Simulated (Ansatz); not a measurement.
# Worked example: C2H8S2Si → SiH2(CH3) + CH3S2

Species: C2H8S2Si `C[SiH2]SSC`, singlet; SiH2(CH3), doublet; CH3S2 (methyldithio radical) `CS[S]`, doublet. 

Shapes, held fixed at every level: PBE0-D4/def2-TZVP. Flexible molecules stand in one conformer, not always the lowest. Programs: Ansatz 0.2.0. The zero-point and thermal change to 298 K, harmonic and unscaled (PBE0-D4/def2-TZVP), is -9.4 kJ/mol.

At CCSD(T)/CBS estimate; 1 Eh = 2625.50 kJ/mol:

| species | energy (Eh) |
| --- | --- |
| C2H8S2Si | -1165.589984 |
| SiH2(CH3) | -330.082882 |
| CH3S2 | -835.386799 |

Task: Work out ΔH(298 K) of the reaction at this level.

Result: 
1. Products less reactants: (-330.082882) + (-835.386799) − [(-1165.589984)] = 0.120303 Eh = +315.9 kJ/mol.
2. With the thermal change: +315.9 + (-9.4) = +306.5 kJ/mol.

Other levels give +217.4 (HF/def2-SVP) to +302.0 kJ/mol (wB97X-V/def2-TZVPP). No measured value is set beside it here. Open shells run unrestricted unless RO is named. The CBS estimate extrapolates MP2 from def2-TZVPP and def2-QZVPP and adds CCSD(T) − MP2 in the triple-zeta set, cores frozen.
